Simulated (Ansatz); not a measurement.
`CNC[SiH2]Cl` + `[AsH3]` → `CNC[AsH2]` + `[SiH3]Cl`  (substitution at a C–Si bond)

Gas-phase electronic energies from Ansatz, PBE0-D4/def2-TZVP geometries. CCSD(T)/CBS is the MP2 limit (def2-TZVPP, def2-QZVPP) plus CCSD(T) − MP2 in def2-TZVPP, frozen cores. This one scheme is used for every species. Functionals use def2-TZVPP. B3LYP here is the variant with VWN-RPA as its local correlation; programs differ in this. For As outer-core shells are correlated without core-valence functions, which leaves a few kJ/mol of doubt a bond. Scalar relativity is left out up to krypton. Each species was taken in one conformer, which may not be the lowest.

| level | ΔE (kJ/mol) | difference from CCSD(T)/CBS |
| --- | --- | --- |
| PBE-D4 | 24.3 | 3.6 |
| r2SCAN-D4 | 24.4 | 3.7 |
| PBE0-D4 | 24.9 | 4.2 |
| B3LYP-D4 | 24.3 | 3.6 |
| ωB97X-V | 23.5 | 2.8 |
| ωB97M-V | 25.5 | 4.8 |
| B2PLYP | 18.5 | -2.2 |
| PBE | 21.1 | 0.4 |
| r2SCAN | 23.3 | 2.6 |
| PBE0 | 21.9 | 1.2 |
| B3LYP | 19.4 | -1.3 |
| HF/def2-TZVPP | 17.1 | -3.6 |
| MP2/def2-TZVPP | 15.8 | -4.9 |
| SCS-MP2/def2-TZVPP | 14.6 | -6.1 |
| CCSD/def2-TZVPP | 18.8 | -1.9 |
| CCSD(T)/def2-TZVPP | 18.6 | -2.1 |
| HF/def2-QZVPP | 17.3 | -3.4 |
| MP2/def2-QZVPP | 17.1 | -3.6 |
| SCS-MP2/def2-QZVPP | 15.9 | -4.8 |
| HF/CBS(def2) | 17.4 | -3.3 |
| MP2/CBS(def2) | 17.9 | -2.8 |
| CCSD/CBS(def2) | 20.9 | 0.2 |
| CCSD(T)/CBS | 20.7 | 0 |

Largest T1 diagnostic among the species: 0.011.

The D4 term adds +4.9 kJ/mol with B3LYP and +3.0 kJ/mol with PBE0; it sums over pairs of atoms, weighted by their polarisabilities, and B3LYP, whose exchange is more repulsive, gets the larger term.
